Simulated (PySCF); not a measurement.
## Spinor energies of Ni²⁺ (nickel, charge +2)

Start: [Ar] 3d7 4p1; 3d3/2 filled at m_j = +1/2, +3/2; 3d5/2 filled at m_j = -3/2, -1/2, +1/2, +3/2, +5/2; 4p3/2 filled at m_j = +3/2. Calculated with PySCF 2.14 in x2c-SVPall-2c with one added diffuse shell each of s, d type (6s5p4d1f, 48 functions): generalised Hartree-Fock with the X2C-1e Hamiltonian and a Gaussian nucleus; one run each with spin-orbit coupling (SO) switched off, then screened by Boettger's factors. This is a chosen level, not necessarily the ground level.

```
spinor shell  electrons  ε, spin-free (eV)  ε, screened SO (eV)  weight of nominal j (screened SO)  rms radius, screened SO (bohr)
       1s1/2          2            -8431.3              -8431.3                              1.000                          0.0625
       2s1/2          2            -1082.1              -1082.0                              1.000                           0.265
       2p1/2          2            -931.74              -944.27                              0.996                           0.236
       2p3/2          4            -931.74              -925.56                              0.998                           0.239
       3s1/2          2            -165.73              -165.72                              1.000                           0.793
       3p1/2          2            -119.24              -125.06                              0.648                           0.840
       3p3/2          4            -119.24              -116.33                              0.824                           0.845
       3d5/2          5            -49.276              -50.480                              0.577                           0.990
       3d3/2          2            -49.276              -46.288                              0.676                            1.01
       4p3/2          1            -20.293              -20.256                              1.000                            2.98
```

```tsv
quantity	spin-free	screened SO
E (hartree)	-1517.52527	-1517.55434
M_J	6	6
⟨J²⟩	42.004	42.004
⟨L²⟩	20.003	20.033
⟨S²⟩	6.001	5.990
```

Each row is a mean over spinors that exchange with the open shell spreads, by up to 13.496 eV (3p3/2).

Rows whose weight is well below 1 are mixtures of j = l ± 1/2: exchange outweighs spin-orbit coupling there, and the label is only the starting occupation.

Without spin-orbit coupling the j labels of p, d and f shells carry no meaning; the spin-free column gives the mean over the occupied spinors of each nl shell.
